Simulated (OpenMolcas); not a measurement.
# Nb3+: ligand-field states by method

Nb3+ with 6 ligands (bromide) in octahedral coordination (Oh) at 2.63 Å. A charge of +0.5 e stands 2.4 Å behind each ligand. Ligand basis ANO-RCC-VDZP.
```
Nb    0.0000    0.0000    0.0000
Br    2.6300    0.0000    0.0000
Br    0.0000    2.6300    0.0000
Br   -2.6300    0.0000    0.0000
Br    0.0000   -2.6300    0.0000
Br    0.0000    0.0000    2.6300
Br    0.0000    0.0000   -2.6300
```

```
Program             : OpenMolcas 26.06
Basis               : ANO-RCC-VDZP [6s5p3d1f]
Scalar Hamiltonian  : DKH2, point nucleus
Active space        : 2 electrons in 5 orbitals (4d)
State averaging     : 2S+1 = 3 even, 10 roots; 2S+1 = 1 even, 15 roots
Spin-orbit coupling : state interaction with AMFI integrals over the reference wave functions
```

I. CASSCF
II. SS-CASPT2, IPEA 0.25 Eh, imaginary shift 0.1 Eh (closed shells correlated: 4s 4p and the ligand valence shells)

Spin-free states (labels of O, the rotations of Oh) in cm-1, each column counted from its own energy of the first state listed:

```
State  Degeneracy      I     II
  3T1           3      0      0
  1T2           3   9141   6430
   1E           2   9299   6860
  3T2           3  13968  15020
  1A1           1  19820  15240
  3T1           3  21725  20840
  1T2           3  23405  21720
  1T1           3  25488  23780
  3A2           1  29303  31760
   1E           2  38314  37810
  1A1           1  49368  45450
```

From I to II, I's first state of the same spin (3T2) moves from 13968 to 15020 cm-1, by about +1100 cm-1.

From I to II, I's first state of another spin (1T2) moves from 9141 to 6430 cm-1, by about -2700 cm-1.

I: A least-squares ligand-field fit to the states below 45000 cm-1, each weighted by its degeneracy and with a free common offset, gives 10Dq = 14765 cm-1, B = 593 cm-1 and C = 2414 cm-1 (C/B = 4.07), with an rms deviation of 289 cm-1. The same method and metal basis give the free ion B = 760 cm-1 (fit to its terms below 60000 cm-1, rms deviation 30 cm-1), so the nephelauxetic ratio is β = 593 / 760 = 0.78; it hangs on how both fits weigh the states, and computed free-ion B values tend to be too large, so β mixes covalency with correlation.

II: A least-squares ligand-field fit to the states below 45000 cm-1, each weighted by its degeneracy and with a free common offset, gives 10Dq = 15840 cm-1, B = 452 cm-1 and C = 1710 cm-1 (C/B = 3.78), with an rms deviation of 315 cm-1. The same method and metal basis give the free ion B = 703 cm-1 (fit to its terms below 60000 cm-1, rms deviation 565 cm-1), so the nephelauxetic ratio is β = 452 / 703 = 0.64; it hangs on how both fits weigh the states, and computed free-ion B values tend to be too large, so β mixes covalency with correlation.

From I to II, 10Dq changes by +7 %, B by -24 % and C by -29 %.

χT at 300 K: I 0.45, II 0.45 cm3 K/mol.

Roots that are degenerate in the reference are averaged as groups; the widest CASPT2 spread within a group is 390 cm-1 (the 3-fold group of multiplicity 1 near 21700 cm-1 above the lowest state of its run, II). Shifts and gaps below about the spread of the groups concerned are not significant. Over all roots computed the reference weight is 0.67 to 0.68 in II; a low but even weight reflects the number of correlated electrons. An orbital triplet at a regular site is open to Jahn-Teller coupling, which can distort the site and quench the lowest spin-orbit gaps and is left out. The least metal-like active orbital is 76 % on the metal (Löwdin) and no ligand orbital is active, so the numbers are rough. Ligand-to-metal charge-transfer states are missing. With no ligand orbital active B as a rule stays too high, so bands that hang on it stand too high and its fall with covalency is understated. Without dynamic correlation the repulsion within the d shell is too large (B by tens of per cent), so at a given field states of lower spin stand too high (holds for I). With metal d orbitals alone the field can be off either way by tens of per cent (holds for I). With one d shell and no ligand orbital active, 10Dq can be off by a tenth or more (holds for II). No measured value stands beside these numbers; the geometry was imposed, not optimised, and the real ion may take another.
